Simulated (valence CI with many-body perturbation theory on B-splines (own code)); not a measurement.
E1 transitions of Sb38+

Method: configuration interaction combined with many-body perturbation theory (CI+MBPT): three valence electrons over a frozen Dirac-Fock core [Ne], a basis of 11 s, 11 p, 10 d, 8 f, 5 g, 2 h functions for each j, with the one-electron correlation potential Σ1, the two-electron term Σ2, the three-electron term Σ3, Breit, model QED; selected CI, second order for the rest, scaled by the run's own slope (own B-spline code, finite nucleus).

The last digits are not significant, and no measured levels were compared; by estimate large intervals hold to a few tenths of a per cent, small ones and those within an open d or f shell to about a per cent.

Lines 101 to 150 of 569 in falling wavelength, among levels below 10478 × 10³ cm⁻¹, chosen from the strongest by gf and those to the six lowest levels. Wavelengths and rates use the calculated energies. Electric multipoles are in the length gauge, E1 and E2 with the static RPA response of the core. Weak lines are less certain than strong ones. Lines between different terms over intervals too small for the method are left out, as are lines whose strength nearly cancels. The highest levels of a list are the least certain.

Levels are named by their leading jj configuration (3d3/2^4 stands for four electrons in 3d with j = 3/2), which in mixed levels can hold well under half, so a name can repeat and another be missing. Letters in brackets count levels of one name in rising energy.

```tsv
λ vac (nm)	Upper	Lower	A (s⁻¹)	log gf	Branch %
8.712	(3d5/2^3) J=9/2	(3p3/2 3d3/2 3d5/2) J=9/2 [b]	1.42e+10	-0.79	6.6
8.696	(3d3/2 3d5/2^2) J=7/2 [b]	(3p3/2 3d3/2 3d5/2) J=9/2 [b]	1.79e+10	-0.79	5.8
8.685	(3p3/2 3d5/2^2) J=3/2 [a]	(3s 3d5/2^2) J=1/2	2.99e+10	-0.87	11.7
8.673	(3p1/2 3d5/2^2) J=9/2	(3p1/2 3p3/2 3d5/2) J=7/2 [b]	4.97e+10	-0.25	55.4
8.657	(3p3/2 3d3/2 3d5/2) J=7/2 [d]	(3p3/2^2 3d3/2) J=5/2	8.09e+10	-0.14	24.3
8.620	(3s^2 3d3/2) J=3/2	(3s^2 3p3/2) J=3/2	9.44e+08	-2.38	0.3
8.610	(3p1/2 3d3/2 3d5/2) J=7/2 [b]	(3p1/2 3p3/2 3d5/2) J=5/2 [a]	1.51e+10	-0.87	6.7
8.554	(3d3/2 3d5/2^2) J=7/2 [b]	(3p3/2 3d3/2 3d5/2) J=5/2 [c]	3.31e+10	-0.54	10.7
8.554	(3p3/2 3d3/2 3d5/2) J=1/2 [b]	(3s 3d5/2^2) J=1/2	7.83e+10	-0.77	16.9
8.548	(3p3/2^2 3d5/2) J=7/2	(3s 3p3/2 3d5/2) J=7/2 [a]	4.62e+10	-0.39	24.5
8.543	(3p1/2 3d5/2^2) J=7/2	(3p1/2 3p3/2 3d5/2) J=7/2 [b]	1.49e+10	-0.88	8.0
8.535	(3s 3p3/2 3d3/2) J=7/2	(3s 3p3/2^2) J=5/2	1.32e+10	-0.94	7.7
8.530	(3p3/2 3d5/2^2) J=5/2 [a]	(3p3/2^2 3d5/2) J=3/2 [a]	2.70e+10	-0.75	9.8
8.510	(3p1/2 3d3/2 3d5/2) J=5/2 [b]	(3p1/2 3p3/2 3d5/2) J=3/2 [a]	1.57e+10	-0.99	4.8
8.509	(3d3/2 3d5/2^2) J=11/2	(3p3/2 3d3/2 3d5/2) J=11/2	4.16e+10	-0.27	18.4
8.502	(3d3/2 3d5/2^2) J=3/2 [b]	(3p3/2 3d3/2 3d5/2) J=1/2 [b]	7.52e+10	-0.49	22.9
8.497	(3p3/2 3d3/2 3d5/2) J=5/2 [d]	(3p3/2^2 3d3/2) J=3/2	1.19e+11	-0.11	31.9
8.493	(3d3/2 3d5/2^2) J=5/2 [b]	(3p3/2 3d3/2 3d5/2) J=3/2 [c]	5.19e+10	-0.47	14.8
8.488	(3d3/2 3d5/2^2) J=11/2	(3p3/2 3d5/2^2) J=9/2	1.12e+10	-0.84	5.0
8.479	(3d3/2 3d5/2^2) J=7/2 [a]	(3p3/2 3d3/2 3d5/2) J=5/2 [b]	4.34e+10	-0.43	13.5
8.457	(3d3/2 3d5/2^2) J=5/2 [a]	(3p3/2 3d3/2 3d5/2) J=3/2 [b]	5.41e+10	-0.46	13.1
8.456	(3p3/2 3d3/2 3d5/2) J=3/2 [d]	(3p3/2^2 3d3/2) J=3/2	3.34e+10	-0.84	6.8
8.445	(3s 3p1/2 3d3/2) J=3/2 [b]	(3s 3p1/2 3p3/2) J=5/2	2.09e+08	-3.05	0.1
8.431	(3p3/2 3d5/2^2) J=7/2 [a]	(3p3/2^2 3d5/2) J=9/2	1.24e+10	-0.98	4.0
8.428	(3p1/2 3d5/2^2) J=5/2	(3p1/2 3p3/2 3d5/2) J=7/2 [b]	2.03e+10	-0.89	15.6
8.418	(3d3/2^2 3d5/2) J=9/2	(3p3/2 3d3/2 3d5/2) J=7/2 [b]	3.06e+10	-0.49	8.8
8.403	(3p1/2 3p3/2 3d5/2) J=7/2 [b]	(3p1/2 3p3/2^2) J=5/2	9.55e+10	-0.09	69.0
8.400	(3d3/2^2 3d5/2) J=7/2	(3p3/2 3d3/2 3d5/2) J=7/2 [a]	3.80e+10	-0.49	10.1
8.398	(3p3/2 3d3/2 3d5/2) J=3/2 [d]	(3p3/2^2 3d3/2) J=1/2 [b]	1.44e+11	-0.21	29.4
8.394	(3d3/2 3d5/2^2) J=9/2	(3p3/2 3d3/2 3d5/2) J=7/2 [c]	8.40e+09	-1.05	3.0
8.390	(3p1/2 3p3/2 3d5/2) J=5/2 [b]	(3p1/2 3p3/2^2) J=3/2 [b]	1.49e+11	-0.02	52.9
8.384	(3s 3d5/2^2) J=3/2	(3s 3p3/2 3d3/2) J=1/2 [b]	4.64e+10	-0.71	12.3
8.380	(3d3/2 3d5/2^2) J=7/2 [b]	(3p3/2 3d5/2^2) J=7/2 [a]	4.66e+10	-0.41	15.1
8.374	(3d3/2^2 3d5/2) J=5/2	(3p3/2 3d3/2^2) J=3/2	4.04e+10	-0.59	9.7
8.366	(3d5/2^3) J=5/2	(3p3/2 3d5/2^2) J=5/2 [b]	8.35e+10	-0.28	27.3
8.345	(3p1/2 3d3/2 3d5/2) J=5/2 [a]	(3p1/2 3p3/2 3d3/2) J=3/2 [a]	2.66e+10	-0.78	23.6
8.310	(3d3/2^2 3d5/2) J=9/2	(3p3/2 3d3/2 3d5/2) J=7/2 [a]	5.13e+10	-0.27	14.7
8.307	(3d3/2^2 3d5/2) J=7/2	(3p3/2 3d3/2^2) J=5/2	7.27e+10	-0.22	19.2
8.305	(3p3/2 3d5/2^2) J=11/2	(3s 3d3/2 3d5/2) J=9/2	1.10e+11	0.14	69.0
8.291	(3p3/2 3d3/2 3d5/2) J=5/2 [c]	(3p3/2^2 3d3/2) J=7/2	1.45e+10	-1.05	3.3
8.290	(3p3/2 3d3/2 3d5/2) J=7/2 [d]	(3s 3d5/2^2) J=5/2	4.55e+10	-0.43	13.7
8.288	(3d3/2^2 3d5/2) J=9/2	(3p3/2 3d5/2^2) J=11/2	9.03e+09	-1.03	2.6
8.285	(3p1/2 3d3/2 3d5/2) J=7/2 [a]	(3p1/2 3p3/2 3d3/2) J=5/2 [a]	3.10e+10	-0.59	40.2
8.278	(3p1/2 3p3/2 3d5/2) J=7/2 [a]	(3s 3p1/2 3d5/2) J=5/2 [b]	1.69e+10	-0.86	12.6
8.275	(3p3/2 3d5/2^2) J=7/2 [a]	(3p3/2^2 3d3/2) J=5/2	8.27e+10	-0.17	26.5
8.274	(3d3/2^2 3d5/2) J=9/2	(3p3/2 3d3/2 3d5/2) J=9/2 [a]	3.21e+10	-0.48	9.2
8.266	(3p3/2^2 3d5/2) J=5/2 [b]	(3p3/2^3) J=3/2	1.97e+11	0.08	42.8
8.266	(3p3/2 3d5/2^2) J=3/2 [b]	(3p3/2^2 3d5/2) J=3/2 [b]	2.12e+11	-0.06	47.9
8.262	(3p1/2 3d3/2 3d5/2) J=7/2 [b]	(3p1/2 3p3/2 3d3/2) J=5/2 [b]	5.75e+10	-0.33	25.4
8.251	(3d5/2^3) J=5/2	(3p3/2 3d5/2^2) J=7/2 [b]	5.14e+10	-0.50	16.8
```
